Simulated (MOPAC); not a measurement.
MOPAC input (PM7):

```
PM7 1SCF CHARGE=-1 GEO-OK AUX(PRECISION=9) THREADS=1
C2H3O

C     1.18568500 1   -0.00032900 1   -0.46617800 1
C     0.18032100 1   -0.08185900 1    0.39341800 1
O    -1.18095600 1    0.08485800 1   -0.01543700 1
H     2.14850600 1   -0.15859600 1    0.05200700 1
H     0.15785100 1   -0.27079200 1    1.47459100 1
H    -1.05474300 1    0.24365800 1   -0.96653900 1
```

Output:

```
 *******************************************************************************
 **                                                                           **
 **                              MOPAC v23.2.5                                **
 **                                                                           **
 *******************************************************************************
 ** MOPAC's Digital Object Identifier: https://doi.org/10.5281/zenodo.6511958 **
 **                                                                           **
 ** Please cite the open-source release paper for use of this MOPAC version:  **
 ** J. E. Moussa and J. J. P. Stewart (2026)                                  **
 ** MOPAC: An open-source semiempirical molecular orbital program             **
 ** J. Open Source Softw., 11(119), 8025, https://doi.org/10.21105/joss.08025 **
 *******************************************************************************

                              PM7 CALCULATION RESULTS

 *******************************************************************************
 *  PM7        - The PM7 Hamiltonian to be used
 *  GEO-OK     - OVERRIDE INTERATOMIC DISTANCE AND OTHER SAFETY CHECKS
 *
 *
 *
 *                 CHARGE ON SYSTEM = -1
 *
 *
 *
 *  1SCF       - DO 1 SCF AND THEN STOP
 *  AUX        - OUTPUT AUXILIARY INFORMATION
 *******************************************************************************
PM7 1SCF CHARGE=-1 GEO-OK AUX(PRECISION=9) THREADS=1
 C2H3O

   ATOM   CHEMICAL          X               Y               Z
  NUMBER   SYMBOL      (ANGSTROMS)     (ANGSTROMS)     (ANGSTROMS)

     1       C          1.18568500  *  -0.00032900  *  -0.46617800  *
     2       C          0.18032100  *  -0.08185900  *   0.39341800  *
     3       O         -1.18095600  *   0.08485800  *  -0.01543700  *
     4       H          2.14850600  *  -0.15859600  *   0.05200700  *
     5       H          0.15785100  *  -0.27079200  *   1.47459100  *
     6       H         -1.05474300  *   0.24365800  *  -0.96653900  *

          CARTESIAN COORDINATES

    NO.       ATOM           X           Y           Z

     1         C          1.1857     -0.0003     -0.4662
     2         C          0.1803     -0.0819      0.3934
     3         O         -1.1810      0.0849     -0.0154
     4         H          2.1485     -0.1586      0.0520
     5         H          0.1579     -0.2708      1.4746
     6         H         -1.0547      0.2437     -0.9665

 General Reference for PM7:
 "Optimization of Parameters for Semiempirical Methods VI: More Modifications to the
 NDDO Approximations and Re-optimization of Parameters", J. J. P. Stewart, J. Mol. Mod., 1:32, 19 (2013)
 https://link.springer.com/article/10.1007/s00894-012-1667-x

           Empirical Formula: C2 H3 O  =     6 atoms

      MOLECULAR POINT GROUP   :   Cs

      RHF CALCULATION, NO. OF DOUBLY OCCUPIED LEVELS = 9

 -------------------------------------------------------------------------------
 PM7 1SCF CHARGE=-1 GEO-OK AUX(PRECISION=9) THREADS=1
 C2H3O

     1SCF WAS SPECIFIED, SO BFGS WAS NOT USED
     SCF FIELD WAS ACHIEVED

                              PM7 CALCULATION
                                                       MOPAC v23.2.5 Linux

          FINAL HEAT OF FORMATION =         12.75914 KCAL/MOL =      53.38425 KJ/MOL

          COSMO AREA              =         80.52 SQUARE ANGSTROMS
          COSMO VOLUME            =         62.58 CUBIC ANGSTROMS

          IONIZATION POTENTIAL    =          1.893202 EV
          HOMO LUMO ENERGIES (EV) =         -1.893  8.619
          NO. OF FILLED LEVELS    =          9
          MOLECULAR WEIGHT        =         43.0451         POINT GROUP:  Cs

          MOLECULAR DIMENSIONS (Angstroms)

            Atom       Atom       Distance
            H     6    H     4     3.38527
            H     5    C     1     2.18382
            O     3    H     4     0.00000

          SCF CALCULATIONS        =          1

   ATOM   CHEMICAL          X               Y               Z
  NUMBER   SYMBOL      (ANGSTROMS)     (ANGSTROMS)     (ANGSTROMS)

     1       C          1.18568500  *  -0.00032900  *  -0.46617800  *
     2       C          0.18032100  *  -0.08185900  *   0.39341800  *
     3       O         -1.18095600  *   0.08485800  *  -0.01543700  *
     4       H          2.14850600  *  -0.15859600  *   0.05200700  *
     5       H          0.15785100  *  -0.27079200  *   1.47459100  *
     6       H         -1.05474300  *   0.24365800  *  -0.96653900  *

                             CARTESIAN COORDINATES

   1    C        1.185685000    -0.000329000    -0.466178000
   2    C        0.180321000    -0.081859000     0.393418000
   3    O       -1.180956000     0.084858000    -0.015437000
   4    H        2.148506000    -0.158596000     0.052007000
   5    H        0.157851000    -0.270792000     1.474591000
   6    H       -1.054743000     0.243658000    -0.966539000

           Empirical Formula: C2 H3 O  =     6 atoms

      MOLECULAR POINT GROUP   :   Cs

                  EIGENVALUES
 -22.87814 -17.90427 -12.85146  -9.58847  -8.36668  -6.73017  -6.07864  -2.66578
  -1.89320   8.61893   9.60121  11.57859  12.18092  13.07886  14.03719

              NET ATOMIC CHARGES AND DIPOLE CONTRIBUTIONS

  ATOM NO.   TYPE          CHARGE      No. of ELECS.   s-Pop       p-Pop
    1          C          -0.643892        4.6439     1.35710     3.28679
    2          C          -0.128135        4.1281     1.09892     3.02922
    3          O          -0.624039        6.6240     1.86242     4.76162
    4          H           0.030093        0.9699     0.96991
    5          H           0.059227        0.9408     0.94077
    6          H           0.306746        0.6933     0.69325
 DIPOLE           X         Y         Z       TOTAL
 POINT-CHG.    -1.574     0.077     0.187     1.586
 HYBRID        -0.296    -0.251     1.544     1.592
 SUM           -1.870    -0.175     1.731     2.554

          ATOMIC ORBITAL ELECTRON POPULATIONS

     Atom    s        px        py        pz
    1  C   1.35710   0.97283   0.80621   1.50776
    2  C   1.09892   0.80208   1.23552   0.99162
    3  O   1.86242   1.41413   1.94922   1.39827
    4  H   0.96991
    5  H   0.94077
    6  H   0.69325

 **********************
 *                    *
 * JOB ENDED NORMALLY *
 *                    *
 **********************

 == MOPAC DONE ==
```

The dipole moment of an ion depends on the origin.

The geometry given is a B3LYP-D3(BJ)/def2-TZVP minimum.
